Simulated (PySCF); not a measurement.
C$_{2}$H$_{7}$N$_{2}$, doublet, at a GFN2-xTB geometry (in this run its highest filled SCF level lies above zero, so its values depend strongly on the basis, on diffuse functions most of all). Base run: SVWN5/STO-3G in PySCF.

Here is a job for PySCF.
```python
from pyscf import gto, scf, dft

mol = gto.Mole()
mol.atom = '''
    N     1.63046348   -0.22431248    0.11439364
    C     0.61929762    0.66088393   -0.24329691
    C    -0.71097345    0.12750695   -0.60373663
    N    -1.35785510   -0.49111007    0.57458186
    H     1.27832165   -1.14852527    0.32697143
    H     2.27941290    0.11582166    0.81118175
    H     0.79304946    1.71005148   -0.09875929
    H    -1.31965871    0.92999604   -1.04701701
    H    -0.61581641   -0.67933913   -1.34207072
    H    -1.50666301    0.21378404    1.29084288
    H    -2.26684945   -0.86417632    0.31822384
'''
mol.basis = 'sto-3g'
mol.spin = 1
mol.verbose = 4
mol.build()

mf = dft.UKS(mol)
mf.xc = 'lda,vwn'
mf.kernel()
```

The base run was repeated with changes; each row names its change, and settings that it needs were set with it.

```
change                                                                            ΔE vs base (µEh)  SCF cycles  <S^2>        outcome
--------------------------------------------------------------------------------  ----------------  ----------  -----  -------------
base                                                                                           0.0          10  0.751      converged
conv_tol = 1e-12                                                                               0.0          12  0.751      converged
diis_space = 12                                                                                0.0          10  0.751      converged
conv_tol = 1e-6                                                                                0.0           7  0.751      converged
init_guess = mod_huckel                                                                        0.0          12  0.751      converged
DIIS = ADIIS                                                                                   0.0          15  0.751      converged
diis_space = 2                                                                                 0.0          20  0.751      converged
DIIS = EDIIS                                                                                     -          50      -  not converged
init_guess = atom                                                                              0.0          10  0.751      converged
solver = newton                                                                                0.0           -  0.751      converged
diis = off (with mf.max_cycle = 100)                                                             -         100      -  not converged
diis_space = 4                                                                                 0.0          10  0.751      converged
diis = off; damp = 0.6 (with mf.diis_start_cycle = 200; with mf.max_cycle = 150)               0.0          19  0.751      converged
```

Open shells are given as the SCF converged; they aren't shown to be the lowest states, and a large step between rows can be another state.
